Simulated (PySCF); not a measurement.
**Correlation energy of Eu⁺ (europium, charge +1)**

[Xe] 4f7 6s1, high-spin 9S determinant. Calculation: PySCF 2.14, in cc-pVDZ-X2C (8s7p5d3f1g, 84 functions); scalar relativity by spin-free X2C-1e. Frozen: [Kr] 4d10; 16 electrons correlated.

| level | correlation energy (mhartree) |
| --- | --- |
| CCSD | -432.52 |
| (T) | -14.42 |
| CCSD(T) | -446.94 |

Diagnostics: T1 = 0.014, D1 = 0.0435, largest double amplitude 0.021.

Cost of the coupled-cluster step: of the order of 40 core-seconds, for 16 correlated electrons.

Iterations:

```
CC2 = 0
CCSD nocc = (np.int64(12), np.int64(4)), nmo = (61, 61)
frozen orbitals [[0, 1, 2, 3, 4, 5, 6, 7, 8, 9, 10, 11, 12, 13, 14, 15, 16, 17, 18, 19, 20, 21, 22], [0, 1, 2, 3, 4, 5, 6, 7, 8, 9, 10, 11, 12, 13, 14, 15, 16, 17, 18, 19, 20, 21, 22]]
max_cycle = 100
direct = 0
conv_tol = 1e-08
conv_tol_normt = 1e-06
diis_space = 8
diis_start_cycle = 0
Init t2, MP2 energy = -0.446870274387515
Init E_corr(UCCSD) = -0.446870274417831
cycle = 1  E_corr(UCCSD) = -0.417902209915335  dE = 0.0289680645  norm(t1,t2) = 0.0824001
cycle = 2  E_corr(UCCSD) = -0.432220890073965  dE = -0.0143186802  norm(t1,t2) = 0.0244005
cycle = 3  E_corr(UCCSD) = -0.431378670711848  dE = 0.000842219362  norm(t1,t2) = 0.0143157
cycle = 4  E_corr(UCCSD) = -0.432437607773749  dE = -0.00105893706  norm(t1,t2) = 0.0050554
cycle = 5  E_corr(UCCSD) = -0.432584257568909  dE = -0.000146649795  norm(t1,t2) = 0.000980689
cycle = 6  E_corr(UCCSD) = -0.432509832784954  dE = 7.4424784e-05  norm(t1,t2) = 0.000364529
cycle = 7  E_corr(UCCSD) = -0.432513227939998  dE = -3.39515504e-06  norm(t1,t2) = 9.58069e-05
cycle = 8  E_corr(UCCSD) = -0.432519087106542  dE = -5.85916654e-06  norm(t1,t2) = 3.75101e-05
cycle = 9  E_corr(UCCSD) = -0.432519436036503  dE = -3.48929961e-07  norm(t1,t2) = 1.19027e-05
cycle = 10  E_corr(UCCSD) = -0.432518988081477  dE = 4.47955026e-07  norm(t1,t2) = 3.77845e-06
cycle = 11  E_corr(UCCSD) = -0.432518956282586  dE = 3.17988905e-08  norm(t1,t2) = 1.53936e-06
cycle = 12  E_corr(UCCSD) = -0.43251903776004  dE = -8.14774536e-08  norm(t1,t2) = 5.12515e-07
cycle = 13  E_corr(UCCSD) = -0.432519018220965  dE = 1.95390749e-08  norm(t1,t2) = 1.9967e-07
cycle = 14  E_corr(UCCSD) = -0.432519022806649  dE = -4.58568383e-09  norm(t1,t2) = 4.30532e-08
UCCSD converged
E(UCCSD) = -10839.86123716021  E_corr = -0.4325190228066487
UCCSD(T) correction = -0.0144159744006291
```
